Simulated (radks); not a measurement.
Results of a calculation; reference values are marked as such.
Question: Orbital eigenvalues (eV) of the fluorine ion F+, [He] 2s2 2p4, of relativity; Dirac values are averaged over j with weights 2j + 1. Spin-unpolarised spherical Kohn-Sham, PBE, point nucleus unless stated (finite: rms radius 2.8976 fm), a radial shooting solver on a logarithmic mesh with Libxc functionals. A level marked "c x" has the speed of light scaled by that factor and shares open shells by 2j + 1; other Dirac levels either fill j = l - 1/2 first or share by 2j + 1.

shell  non-rel.
1s      -683.39
2s      -47.301
2p      -28.318

Give the values at the level "Dirac, 2j+1 shares, finite nucleus".

Answer: 
shell  Dirac, 2j+1 shares, finite nucleus  change of magnitude (%)
1s                                -684.10                    +0.10
2s                                -47.386                    +0.18
2p                                -28.307                    -0.04
